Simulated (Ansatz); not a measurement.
CH$_{4}$BF$_{2}$Ga, 9 atoms. Total charge 0; spin multiplicity 1. Correlated methods include outer-core shells of Ga, which these sets cover unevenly. Scalar relativity is left out up to krypton. The bonds changed during the relaxation, so this is another structure than the one it started from. All runs use 4 threads of an AMD EPYC 7B13 on a shared host. Correlated methods freeze the cores.

**Question.** Give the basis size and wall time and peak host memory of each of these runs in Ansatz. RKS PBE0-D4/def2-TZVPP energy; RKS PBE0-D4/def2-TZVP relaxation (20 steps); direct RPA on PBE orbitals/def2-TZVPP energy; RKS r2SCANh-D4/def2-TZVPP energy; RHF-CCSD(T)/def2-SVP energy; RKS ωB97M-V/def2-QZVPP energy; RKS ωB97M-V/def2-SVP energy; RHF-MP2/def2-QZVPP energy; RKS PBE0-D4/def2-SVP energy; RKS PBE0-D4/def2-TZVP frequencies; RHF-CCSD(T)/def2-TZVPP energy; RKS PBE0-D4/def2-QZVPP energy. (An estimate is asked.)

**Answer.** Computed: Other jobs shared the machine, so times are rough.

```tsv
level	job	functions	wall time	peak host memory (GiB)
RKS PBE0-D4/def2-SVP	energy	108	1.2 s	0.43
RKS PBE0-D4/def2-TZVPP	energy	228	2.6 s	0.58
RKS ωB97M-V/def2-SVP	energy	108	3.6 s	0.43
direct RPA on PBE orbitals/def2-TZVPP	energy	228	3.7 s	0.53
RKS r2SCANh-D4/def2-TZVPP	energy	228	4.2 s	0.61
RKS PBE0-D4/def2-QZVPP	energy	437	6.5 s	1.6
RHF-CCSD(T)/def2-SVP	energy	108	6.5 s	0.55
RKS ωB97M-V/def2-QZVPP	energy	437	14 s	1.9
RHF-MP2/def2-QZVPP	energy	437	16 s	2.5
RKS PBE0-D4/def2-TZVP	relaxation (20 steps)	196	69 s	0.58
RHF-CCSD(T)/def2-TZVPP	energy	228	2.1 min	4.2
RKS PBE0-D4/def2-TZVP	frequencies	196	2.2 min	0.56
```
